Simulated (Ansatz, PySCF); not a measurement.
Process, species as SMILES: B=N (BNH2) [iminoborane] -> [B]=N + H atom (the B-H bond at the site shown breaks; other sites are not compared here)
Geometries: B3LYP-D3(BJ)/def2-TZVP minima from Ansatz (a first-principles code).

Wanted: bond dissociation energy (enthalpy at 298 K, with B3LYP-D3(BJ) rigid-rotor harmonic-oscillator terms from PySCF), in kcal/mol. Valence correlation only, unless marked. Open shells are spin-unrestricted. No spin-orbit coupling. No relativistic terms. CBS(X,Y): correlation extrapolated as X^-3; Hartree-Fock from the larger set.

| level | program | bond dissociation energy (kcal/mol) |
|---|---|---|
| r2SCAN/def2-TZVPD | Ansatz | 107.5 |
| PBE0/def2-SVP | Ansatz | 108.3 |
| PBE0/def2-TZVP | Ansatz | 108.9 |
| PBE0/def2-QZVPP | Ansatz | 108.9 |
| r2SCANh/def2-TZVPD | Ansatz | 107.6 |
| HSE06-D4/def2-TZVPD | Ansatz + dftd4 | 109.0 |
| CAM-B3LYP-D3(BJ)/def2-TZVPD | Ansatz + dftd3 | 113.5 |
| CAM-B3LYP/def2-TZVPD | Ansatz | 113.4 |
| LC-wPBE-D3(BJ)/def2-TZVPD | Ansatz + dftd3 | 108.9 |
| wB97X/def2-TZVPD | Ansatz | 113.4 |
| CCSD/cc-pVQZ | Ansatz | 111.2 |
| CCSD/CBS(def2-TZVPPD,def2-QZVPPD) | Ansatz | 111.7 |
| CCSD(T)/6-31G* | Ansatz | 103.8 |
| CCSDT(Q)/cc-pVDZ | Ansatz | 106.3 |
| CCSD(T)/CBS(aug-cc-pVTZ,aug-cc-pVQZ) | Ansatz | 112.2 |
